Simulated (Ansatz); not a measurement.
Input and output for GaH7N2Sn, SMILES `[NH2][GaH][NH][SnH3]`.

```yaml
crystal:
  periodic: [false, false, false]
  atoms:
    - {symbol: N, position_ang: [-1.292986, 1.718764, 0.007480]}
    - {symbol: Ga, position_ang: [-0.013803, 1.137757, -1.141910]}
    - {symbol: N, position_ang: [0.827954, -0.423565, -0.701722]}
    - {symbol: Sn, position_ang: [0.560781, -1.620965, 0.897098]}
    - {symbol: H, position_ang: [-1.824852, 2.558398, -0.137748]}
    - {symbol: H, position_ang: [-1.567716, 1.236850, 0.845695]}
    - {symbol: H, position_ang: [0.342153, 1.935734, -2.428676]}
    - {symbol: H, position_ang: [1.540785, -0.735916, -1.344861]}
    - {symbol: H, position_ang: [-0.700230, -0.914738, 1.804793]}
    - {symbol: H, position_ang: [2.000280, -1.698548, 1.819706]}
    - {symbol: H, position_ang: [0.127633, -3.193760, 0.380136]}
basis:
  gaussian: {orbitals: LANL2DZ}
hamiltonian: {xc: {name: B3LYP}, dispersion: d4}
output: {forces: true}
```

```sh
$ ansatz run in.yaml --threads 4 --pin off --events-out ev --progress --plain --max-ram 10444MiB
```

It prints (some lines left out):

```
Error: <dir> can't be read: No such file or directory (os error 2)
```
